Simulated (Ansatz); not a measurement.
B₇N₆⁺. Charge 1, multiplicity 1. Geometry PBE-D4/def2-SVP.

```xyz
13

B     0.552   -0.396    1.110
B     1.503    0.058   -1.495
B     0.155   -0.822    3.129
B     0.492    0.697   -3.179
B    -1.195    0.734   -1.907
B    -1.465   -0.259    2.257
B    -0.694    0.239   -0.365
N    -1.152   -0.636    3.492
N     1.719    0.336   -2.780
N    -1.040   -0.025    0.974
N     1.181   -0.817    2.250
N     0.788   -0.080   -0.342
N    -0.844    0.971   -3.144
```

Another isomer (singlet) lies 1.74 eV lower at PBE0-D4/def2-TZVP; other spin states weren't run for this one.

Task: Estimate the orbital energies around the gap (eV) in Ansatz with HF/STO-3G, PBE-D4/def2-SVP, PBE-D4/def2-TZVP, r2SCANh-D4/def2-TZVP, PBE0-D4/def2-TZVP.

Result: 
```csv
orbital,HF/STO-3G,PBE-D4/def2-SVP,PBE-D4/def2-TZVP,r2SCANh-D4/def2-TZVP,PBE0-D4/def2-TZVP
HOMO−13,-20.51,-16.30,-16.34,-17.41,-18.06
HOMO−12,-19.64,-15.73,-15.71,-16.71,-17.36
HOMO−11,-19.56,-15.69,-15.68,-16.65,-17.28
HOMO−10,-19.29,-15.59,-15.61,-16.61,-17.24
HOMO−9,-18.33,-14.76,-14.76,-15.71,-16.34
HOMO−8,-18.29,-14.71,-14.69,-15.56,-16.17
HOMO−7,-17.42,-14.23,-14.25,-15.17,-15.77
HOMO−6,-16.60,-13.70,-13.68,-14.49,-15.06
HOMO−5,-15.63,-13.11,-13.11,-13.93,-14.53
HOMO−4,-15.28,-12.99,-12.97,-13.68,-14.23
HOMO−3,-15.19,-12.73,-12.75,-13.57,-14.16
HOMO−2,-14.29,-12.24,-12.24,-12.95,-13.48
HOMO−1,-13.61,-11.38,-11.43,-12.22,-12.82
HOMO,-12.55,-11.28,-11.29,-11.90,-12.42
LUMO,-0.83,-8.28,-8.29,-7.83,-7.45
LUMO+1,0.00,-7.75,-7.81,-7.19,-6.85
LUMO+2,0.70,-7.22,-7.29,-6.57,-6.28
LUMO+3,0.88,-7.04,-7.11,-6.36,-6.08
LUMO+4,1.16,-6.41,-6.41,-5.70,-5.44
LUMO+5,2.77,-5.30,-5.34,-4.50,-4.29
```
